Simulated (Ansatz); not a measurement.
Molecule: fluoro(trimethyl)silane, C$_{3}$H$_{9}$FSi (charge 0, singlet). SMILES: C[Si](C)(F)C
Structure (B3LYP-D3(BJ)/def2-TZVP (Ansatz, a first-principles code) minimum search):
```
Si
F 1 1.6195
C 1 1.8648 2 107.27
H 3 1.0920 1 111.14 2 60.14
H 3 1.0920 4 107.97 1 122.14
H 3 1.0929 4 107.84 5 116.27
C 1 1.8648 2 107.27 3 -120.00
H 7 1.0920 1 111.14 2 -60.14
H 7 1.0920 8 107.97 1 -122.14
H 7 1.0929 8 107.84 9 -116.27
C 1 1.8648 2 107.27 7 -120.00
H 11 1.0920 1 111.14 2 60.14
H 11 1.0920 12 107.97 1 122.14
H 11 1.0929 12 107.84 13 116.27
```

Wanted: atomisation energy (electronic, to ground-state atoms), in eV. Correlated levels leave the core frozen unless marked. Open shells are spin-unrestricted. Spin-orbit coupling is left out. No relativistic terms. The coupled-cluster limit lacks core correlation, which all-electron functionals hold. CBS(X,Y): correlation extrapolated as X^-3; Hartree-Fock from the larger set. [CCSD(T)-MP2]/basis is that difference in the basis named.

```tsv
level	program	atomisation energy (eV)
PBE-D3(BJ)/def2-TZVPD	Ansatz + dftd3	56.82
revPBE-D4/def2-TZVPD	Ansatz + dftd4	55.70
r2SCAN-D3(BJ)/def2-TZVPD	Ansatz + dftd3	56.44
CAM-B3LYP/def2-TZVPD	Ansatz	56.33
```

Problem. What does RI-MP2/CBS(cc-pV(T+d)Z,cc-pV(Q+d)Z)+[CCSD(T)-MP2]/cc-pV(T+d)Z (Ansatz) give?

Solution. 56.49 eV
